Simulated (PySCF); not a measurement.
## Spinor energies of Rh⁺ (rhodium, charge +1)

Start: [Kr] 4d7 5s1; 4d3/2 filled at m_j = +1/2, +3/2; 4d5/2 filled at m_j = -3/2, -1/2, +1/2, +3/2, +5/2; 5s1/2 filled at m_j = +1/2. Calculated with PySCF 2.14 in x2c-SVPall-2c with one added diffuse shell each of s, p, d type (7s9p7d1f, 76 functions): generalised Hartree-Fock with the X2C-1e Hamiltonian and a Gaussian nucleus; one run each with spin-orbit coupling (SO) switched off, then screened by Boettger's factors. This is a chosen level, not necessarily the ground level.

| spinor shell | electrons | ε, spin-free (eV) | ε, screened SO (eV) | weight of nominal j (screened SO) | rms radius, screened SO (bohr) |
| --- | --- | --- | --- | --- | --- |
| 1s1/2 | 2 | -23350.5 | -23348.9 | 1.000 | 0.0375 |
| 2s1/2 | 2 | -3476.4 | -3475.9 | 1.000 | 0.154 |
| 2p1/2 | 2 | -3110.9 | -3211.1 | 1.000 | 0.134 |
| 2p3/2 | 4 | -3110.9 | -3064.1 | 1.000 | 0.138 |
| 3s1/2 | 2 | -666.21 | -666.04 | 1.000 | 0.415 |
| 3p1/2 | 2 | -542.66 | -560.51 | 1.000 | 0.411 |
| 3p3/2 | 4 | -542.66 | -534.22 | 1.000 | 0.422 |
| 3d3/2 | 4 | -345.31 | -348.49 | 0.992 | 0.401 |
| 3d5/2 | 6 | -345.31 | -342.99 | 0.994 | 0.405 |
| 4s1/2 | 2 | -113.05 | -112.99 | 1.000 | 1.05 |
| 4p1/2 | 2 | -75.298 | -80.287 | 0.830 | 1.15 |
| 4p3/2 | 4 | -75.298 | -72.832 | 0.915 | 1.16 |
| 4d5/2 | 5 | -23.711 | -24.504 | 0.545 | 1.59 |
| 4d3/2 | 2 | -23.711 | -21.750 | 0.632 | 1.61 |
| 5s1/2 | 1 | -14.969 | -14.964 | 1.000 | 3.16 |

```
   quantity    spin-free  screened SO
E (hartree)  -4780.11102  -4780.83909
        M_J            5            5
       ⟨J²⟩       30.006       30.007
       ⟨L²⟩       12.005       12.121
       ⟨S²⟩        6.001        5.960
```

Each row is a mean over spinors that exchange with the open shell spreads, by up to 8.767 eV (4p3/2).

Rows whose weight is well below 1 are mixtures of j = l ± 1/2: exchange outweighs spin-orbit coupling there, and the label is only the starting occupation.

Breit and QED terms are absent; they matter most for the inner s and p1/2 levels.

Densities and radii are taken from the X2C orbitals without a picture-change correction, which distorts them close to the nucleus.

Without spin-orbit coupling the j labels of p, d and f shells carry no meaning; the spin-free column gives the mean over the occupied spinors of each nl shell.
